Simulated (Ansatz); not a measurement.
A short molecular-dynamics run on C$_{5}$H$_{3}$NS, SMILES `N#Cc1cccs1`.

```yaml
crystal:
  periodic: [false, false, false]
  atoms:
    - {symbol: N, position_ang: [1.177307, -3.184206, 0.789525]}
    - {symbol: C, position_ang: [0.848870, -2.116605, 0.503531]}
    - {symbol: C, position_ang: [0.452099, -0.810426, 0.151732]}
    - {symbol: C, position_ang: [-0.778513, -0.231986, 0.342778]}
    - {symbol: C, position_ang: [-0.825176, 1.093148, -0.131266]}
    - {symbol: C, position_ang: [0.364117, 1.495870, -0.670750]}
    - {symbol: S, position_ang: [1.543708, 0.276395, -0.608315]}
    - {symbol: H, position_ang: [-1.604050, -0.753641, 0.806757]}
    - {symbol: H, position_ang: [-1.700632, 1.725361, -0.076934]}
    - {symbol: H, position_ang: [0.605269, 2.454889, -1.104057]}
basis:
  gaussian: {orbitals: "6-31G*"}
hamiltonian: {xc: {name: r2SCAN}, dispersion: d3bjatm}
md: {timestep: 1 fs, n_steps: 50, ensemble: nvt_nose_hoover, temperature: 500, initial_velocities: maxwell_boltzmann, seed: 251}
```

```sh
$ ansatz run in.yaml --threads 4 --pin off --events-out ev --progress --plain --max-ram 10444MiB
```

| step | time (fs) | potential energy (eV) | kinetic (eV) | T (K) | conserved (eV) |
| --- | --- | --- | --- | --- | --- |
| 0 | 0.0 | -17553.1022 | 0.5170 | 500 | -17552.5852 |
| 1 | 1.0 | -17553.0686 | 0.4855 | 469 | -17552.5831 |
| 2 | 2.0 | -17553.0151 | 0.4344 | 420 | -17552.5806 |
| 3 | 3.0 | -17552.9791 | 0.3990 | 386 | -17552.5801 |
| 4 | 4.0 | -17552.9695 | 0.3879 | 375 | -17552.5817 |
| 5 | 5.0 | -17552.9619 | 0.3781 | 366 | -17552.5839 |
| 6 | 6.0 | -17552.9247 | 0.3409 | 330 | -17552.5839 |
| 7 | 7.0 | -17552.8587 | 0.2779 | 269 | -17552.5811 |
| 8 | 8.0 | -17552.8056 | 0.2270 | 219 | -17552.5790 |
| 9 | 9.0 | -17552.7956 | 0.2156 | 208 | -17552.5805 |
| 10 | 10.0 | -17552.8087 | 0.2268 | 219 | -17552.5826 |
| 11 | 11.0 | -17552.8129 | 0.2309 | 223 | -17552.5828 |
| 12 | 12.0 | -17552.8024 | 0.2214 | 214 | -17552.5820 |
| 13 | 13.0 | -17552.7890 | 0.2087 | 202 | -17552.5814 |
| 14 | 14.0 | -17552.7813 | 0.2011 | 195 | -17552.5815 |
| 15 | 15.0 | -17552.7781 | 0.1976 | 191 | -17552.5821 |
| 16 | 16.0 | -17552.7723 | 0.1921 | 186 | -17552.5821 |
| 17 | 17.0 | -17552.7659 | 0.1872 | 181 | -17552.5808 |
| 18 | 18.0 | -17552.7780 | 0.2003 | 194 | -17552.5801 |
| 19 | 19.0 | -17552.8167 | 0.2373 | 230 | -17552.5822 |
| 20 | 20.0 | -17552.8514 | 0.2704 | 261 | -17552.5843 |
| 21 | 21.0 | -17552.8505 | 0.2708 | 262 | -17552.5835 |
| 22 | 22.0 | -17552.8244 | 0.2477 | 240 | -17552.5810 |
| 23 | 23.0 | -17552.8099 | 0.2353 | 228 | -17552.5794 |
| 24 | 24.0 | -17552.8311 | 0.2564 | 248 | -17552.5800 |
| 25 | 25.0 | -17552.8789 | 0.3026 | 293 | -17552.5823 |
| 26 | 26.0 | -17552.9191 | 0.3417 | 330 | -17552.5841 |
| 27 | 27.0 | -17552.9258 | 0.3501 | 339 | -17552.5832 |
| 28 | 28.0 | -17552.9131 | 0.3408 | 330 | -17552.5808 |
| 29 | 29.0 | -17552.9151 | 0.3436 | 332 | -17552.5809 |
| 30 | 30.0 | -17552.9311 | 0.3588 | 347 | -17552.5827 |
| 31 | 31.0 | -17552.9362 | 0.3646 | 353 | -17552.5828 |
| 32 | 32.0 | -17552.9255 | 0.3561 | 344 | -17552.5818 |
| 33 | 33.0 | -17552.9138 | 0.3460 | 335 | -17552.5812 |
| 34 | 34.0 | -17552.9100 | 0.3426 | 331 | -17552.5817 |
| 35 | 35.0 | -17552.9058 | 0.3383 | 327 | -17552.5829 |
| 36 | 36.0 | -17552.8836 | 0.3166 | 306 | -17552.5834 |
| 37 | 37.0 | -17552.8369 | 0.2725 | 264 | -17552.5817 |
| 38 | 38.0 | -17552.7933 | 0.2327 | 225 | -17552.5788 |
| 39 | 39.0 | -17552.7948 | 0.2348 | 227 | -17552.5791 |
| 40 | 40.0 | -17552.8371 | 0.2744 | 265 | -17552.5826 |
| 41 | 41.0 | -17552.8694 | 0.3059 | 296 | -17552.5844 |
| 42 | 42.0 | -17552.8618 | 0.3007 | 291 | -17552.5832 |
| 43 | 43.0 | -17552.8304 | 0.2726 | 264 | -17552.5810 |
| 44 | 44.0 | -17552.8087 | 0.2531 | 245 | -17552.5799 |
| 45 | 45.0 | -17552.8141 | 0.2586 | 250 | -17552.5808 |
| 46 | 46.0 | -17552.8327 | 0.2762 | 267 | -17552.5829 |
| 47 | 47.0 | -17552.8332 | 0.2771 | 268 | -17552.5837 |
| 48 | 48.0 | -17552.8046 | 0.2514 | 243 | -17552.5819 |
| 49 | 49.0 | -17552.7714 | 0.2207 | 213 | -17552.5805 |
| 50 | 50.0 | -17552.7526 | 0.2017 | 195 | -17552.5817 |

Velocities are drawn at the set temperature; a run this short doesn't reach equilibrium.

Frames (Å, forces in eV/Å):

```xyz
10
time=0.0 fs
N     1.177   -3.184    0.790    0.578   -1.900    0.511
C     0.849   -2.117    0.504   -0.538    1.758   -0.473
C     0.452   -0.810    0.152    0.102   -0.563    0.175
C    -0.779   -0.232    0.343   -0.451    0.013    0.142
C    -0.825    1.093   -0.131   -0.363    0.079    0.091
C     0.364    1.496   -0.671    0.001    0.473   -0.175
S     1.544    0.276   -0.608    0.871   -0.016   -0.280
H    -1.604   -0.754    0.807   -0.112   -0.081    0.067
H    -1.701    1.725   -0.077   -0.126    0.097    0.006
H     0.605    2.455   -1.104    0.038    0.139   -0.064
10
time=3.0 fs
N     1.174   -3.171    0.793    0.843   -2.742    0.749
C     0.830   -2.114    0.515   -0.757    2.818   -0.805
C     0.435   -0.803    0.150    1.532   -1.392   -0.071
C    -0.784   -0.248    0.335   -1.475   -0.237    0.787
C    -0.831    1.065   -0.118   -1.056    2.205   -0.581
C     0.376    1.504   -0.637   -0.381    0.282   -0.472
S     1.559    0.283   -0.626    0.114   -0.502    0.334
H    -1.617   -0.771    0.831    0.407    0.196   -0.306
H    -1.762    1.702   -0.110    1.148   -0.693    0.066
H     0.648    2.416   -1.166   -0.375    0.064    0.299
10
time=6.0 fs
N     1.176   -3.173    0.801   -0.226    0.361   -0.041
C     0.806   -2.095    0.520    0.685   -1.046    0.144
C     0.428   -0.804    0.148    1.580   -0.811   -0.376
C    -0.799   -0.266    0.333   -0.450    0.496    0.318
C    -0.842    1.052   -0.109    0.881    1.502   -0.865
C     0.386    1.514   -0.606   -0.774   -0.195   -0.633
S     1.575    0.288   -0.643   -0.594   -0.712    0.832
H    -1.604   -0.776    0.834   -0.249   -0.233    0.029
H    -1.744    1.633   -0.137   -0.310    0.445    0.119
H     0.661    2.385   -1.204   -0.544    0.193    0.472
10
time=9.0 fs
N     1.176   -3.174    0.809   -0.894    2.063   -0.445
C     0.787   -2.082    0.527    1.752   -3.565    0.718
C     0.432   -0.811    0.144    0.626    0.262   -0.522
C    -0.817   -0.280    0.333    0.758    0.828   -0.116
C    -0.848    1.049   -0.106    1.516    0.666   -0.656
C     0.389    1.523   -0.580   -1.007   -0.749   -0.614
S     1.590    0.291   -0.658   -1.127   -0.704    1.159
H    -1.608   -0.799    0.838   -0.383   -0.280    0.076
H    -1.748    1.599   -0.154   -0.862    0.940    0.094
H     0.629    2.372   -1.204   -0.378    0.539    0.306
10
time=12.0 fs
N     1.171   -3.163    0.815   -0.275    0.148    0.091
C     0.780   -2.092    0.538    1.205   -1.429    0.042
C     0.440   -0.817    0.135   -0.256    0.449   -0.324
C    -0.831   -0.289    0.332    0.969    0.343    0.015
C    -0.845    1.052   -0.107   -0.860    1.160   -0.306
C     0.386    1.527   -0.558   -0.781   -0.457   -0.962
S     1.601    0.293   -0.670   -1.482   -0.570    1.322
H    -1.638   -0.840    0.844    0.432    0.336   -0.432
H    -1.806    1.632   -0.163    1.177   -0.267    0.190
H     0.565    2.401   -1.176   -0.129    0.288    0.364
10
time=15.0 fs
N     1.165   -3.153    0.821    0.958   -3.311    1.029
C     0.781   -2.111    0.550   -0.151    2.767   -1.204
C     0.447   -0.820    0.125   -0.748    0.056    0.027
C    -0.837   -0.295    0.331    1.703    0.657   -0.480
C    -0.846    1.063   -0.110   -0.729    0.030    0.228
C     0.378    1.527   -0.543   -0.437    0.114   -1.283
S     1.609    0.293   -0.678   -1.731   -0.316    1.363
H    -1.638   -0.859    0.818    0.221    0.231   -0.242
H    -1.780    1.653   -0.156    0.688   -0.071    0.163
H     0.490    2.453   -1.116    0.225   -0.157    0.398
10
time=18.0 fs
N     1.164   -3.161    0.833    0.656   -2.470    0.841
C     0.782   -2.113    0.553    0.092    2.080   -1.123
C     0.448   -0.822    0.114   -0.753    0.015    0.122
C    -0.830   -0.295    0.327    1.978    1.245   -0.985
C    -0.852    1.073   -0.112    1.026   -1.645    0.567
C     0.366    1.528   -0.537   -0.102    0.051   -1.118
S     1.611    0.292   -0.683   -1.847    0.022    1.300
H    -1.623   -0.860    0.773   -0.396   -0.217    0.202
H    -1.709    1.675   -0.135   -1.237    0.950    0.145
H     0.435    2.497   -1.025    0.582   -0.031    0.050
10
time=21.0 fs
N     1.167   -3.182    0.850   -0.654    1.341   -0.209
C     0.784   -2.102    0.549    1.357   -1.996   -0.015
C     0.445   -0.824    0.105   -0.135    0.139   -0.054
C    -0.811   -0.288    0.316    0.194    0.569   -0.413
C    -0.853    1.074   -0.111   -0.533   -0.161    0.516
C     0.353    1.530   -0.540    0.423    0.050   -0.960
S     1.609    0.291   -0.684   -1.779    0.311    1.162
H    -1.632   -0.872    0.740    0.231    0.211   -0.044
H    -1.713    1.758   -0.100    0.210   -0.484    0.201
H     0.428    2.537   -0.928    0.686    0.020   -0.185
10
time=24.0 fs
N     1.166   -3.197    0.866   -1.005    2.647   -0.636
C     0.795   -2.104    0.544    1.473   -3.056    0.322
C     0.441   -0.826    0.094    0.777   -0.229   -0.131
C    -0.790   -0.276    0.302   -1.221   -0.080    0.089
C    -0.856    1.073   -0.105   -0.819    1.116    0.283
C     0.343    1.532   -0.549    0.810    0.404   -0.822
S     1.602    0.291   -0.682   -1.601    0.461    1.001
H    -1.625   -0.870    0.705    0.402    0.324   -0.045
H    -1.710    1.806   -0.050    0.720   -1.187    0.132
H     0.478    2.575   -0.846    0.464   -0.399   -0.193
10
time=27.0 fs
N     1.159   -3.197    0.879   -0.207    0.499   -0.038
C     0.816   -2.126    0.541    0.270   -0.092   -0.542
C     0.442   -0.829    0.083    1.261   -0.831    0.027
C    -0.777   -0.265    0.289   -0.885   -0.086   -0.002
C    -0.864    1.078   -0.098    1.474    0.205   -0.204
C     0.339    1.536   -0.564    0.823    0.192   -0.392
S     1.591    0.292   -0.677   -1.337    0.460    0.819
H    -1.591   -0.845    0.669   -0.474   -0.289    0.412
H    -1.660    1.768    0.014   -1.035    0.293    0.215
H     0.567    2.582   -0.780    0.110   -0.352   -0.295
10
time=30.0 fs
N     1.151   -3.194    0.891    0.684   -2.277    0.855
C     0.839   -2.148    0.533   -0.907    3.204   -1.570
C     0.452   -0.838    0.073    0.893   -0.876    0.197
C    -0.771   -0.255    0.275   -0.785   -0.947    0.284
C    -0.863    1.087   -0.091    1.363    0.555   -0.289
C     0.341    1.542   -0.582    0.697   -0.218    0.040
S     1.576    0.295   -0.670   -0.882    0.327    0.570
H    -1.589   -0.838    0.664   -0.256   -0.098    0.285
H    -1.684    1.743    0.095   -0.627    0.242    0.024
H     0.667    2.562   -0.740   -0.181    0.087   -0.396
10
time=33.0 fs
N     1.147   -3.203    0.909    0.297   -0.902    0.345
C     0.857   -2.150    0.516   -0.498    1.501   -0.875
C     0.468   -0.852    0.063   -0.160   -0.066    0.184
C    -0.770   -0.251    0.264   -0.731   -1.612    0.608
C    -0.853    1.099   -0.087   -0.489    1.190    0.291
C     0.348    1.547   -0.600    0.642   -0.058    0.300
S     1.558    0.298   -0.661   -0.216    0.146    0.245
H    -1.606   -0.838    0.682    0.427    0.387   -0.120
H    -1.753    1.734    0.174    1.215   -0.697   -0.603
H     0.751    2.546   -0.733   -0.487    0.110   -0.375
10
time=36.0 fs
N     1.144   -3.217    0.928   -0.447    2.090   -0.915
C     0.872   -2.142    0.492    0.437   -2.249    0.731
C     0.482   -0.867    0.055   -1.273    1.007    0.046
C    -0.774   -0.258    0.256    0.431   -0.560    0.177
C    -0.844    1.118   -0.081    0.442   -0.682    0.185
C     0.359    1.551   -0.616    0.220    0.087    0.590
S     1.540    0.302   -0.652    0.555   -0.002   -0.107
H    -1.596   -0.811    0.695   -0.084   -0.043    0.075
H    -1.736    1.678    0.208    0.332    0.291   -0.458
H     0.795    2.540   -0.758   -0.614    0.061   -0.323
10
time=39.0 fs
N     1.139   -3.220    0.942   -0.441    2.408   -1.205
C     0.889   -2.148    0.473    0.408   -2.622    1.136
C     0.488   -0.876    0.047   -1.678    1.149    0.070
C    -0.774   -0.269    0.250    0.932    0.472   -0.020
C    -0.832    1.133   -0.073    1.854   -2.385   -0.290
C     0.372    1.556   -0.627   -0.492   -0.039    0.850
S     1.524    0.305   -0.643    1.355   -0.142   -0.432
H    -1.591   -0.787    0.713   -0.378   -0.341    0.189
H    -1.698    1.650    0.205   -1.112    1.306   -0.020
H     0.788    2.539   -0.811   -0.447    0.193   -0.278
10
time=42.0 fs
N     1.132   -3.209    0.949    0.234   -0.260   -0.127
C     0.908   -2.172    0.461   -0.610    0.875   -0.101
C     0.483   -0.877    0.039   -1.134    0.238    0.247
C    -0.770   -0.277    0.244   -0.225    0.413    0.671
C    -0.809    1.133   -0.067   -0.618   -1.006    0.197
C     0.382    1.561   -0.633   -0.771    0.134    0.803
S     1.511    0.309   -0.635    2.076   -0.292   -0.702
H    -1.610   -0.786    0.743    0.427    0.103   -0.328
H    -1.725    1.712    0.192    0.914   -0.180   -0.532
H     0.743    2.553   -0.888   -0.294   -0.026   -0.129
10
time=45.0 fs
N     1.125   -3.199    0.956    0.723   -2.416    0.864
C     0.924   -2.189    0.449   -1.429    3.659   -1.168
C     0.469   -0.875    0.034   -0.170   -0.514    0.249
C    -0.766   -0.283    0.243   -0.664    0.662    0.862
C    -0.790    1.124   -0.060   -1.245   -0.177   -0.006
C     0.386    1.567   -0.633   -0.772    0.178    0.599
S     1.503    0.311   -0.629    2.474   -0.368   -0.890
H    -1.600   -0.781    0.749    0.238    0.006   -0.263
H    -1.689    1.768    0.138    0.967   -0.703   -0.346
H     0.672    2.565   -0.975   -0.121   -0.327    0.099
10
time=48.0 fs
N     1.123   -3.202    0.967    0.327   -0.255   -0.283
C     0.930   -2.183    0.429   -1.111    1.343    0.141
C     0.454   -0.878    0.030    0.580   -0.402    0.014
C    -0.767   -0.283    0.248   -0.284    1.013    0.545
C    -0.777    1.114   -0.053    0.361   -0.815   -0.585
C     0.385    1.573   -0.629   -0.557   -0.458    0.477
S     1.502    0.313   -0.625    2.464   -0.330   -0.981
H    -1.574   -0.778    0.736   -0.627   -0.428    0.230
H    -1.588    1.777    0.058   -1.294    0.475    0.265
H     0.590    2.551   -1.056    0.142   -0.142    0.178
10
time=50.0 fs
N     1.123   -3.206    0.973   -0.052    1.790   -1.411
C     0.929   -2.172    0.416   -0.669   -1.070    1.437
C     0.446   -0.881    0.027    0.809   -0.008   -0.153
C    -0.769   -0.279    0.253   -0.608    0.439    0.740
C    -0.769    1.104   -0.051   -0.126   -0.165   -0.588
C     0.382    1.576   -0.624   -0.178   -0.836    0.334
S     1.505    0.314   -0.624    2.295   -0.291   -0.980
H    -1.581   -0.793    0.735   -0.372   -0.179    0.075
H    -1.564    1.795    0.013   -1.369    0.289    0.359
H     0.541    2.534   -1.102    0.268    0.031    0.187
```

Hardware: 4 threads of an Arm Neoverse V1 on a shared host. Wall time 2 min, peak host memory 0.19 GiB.
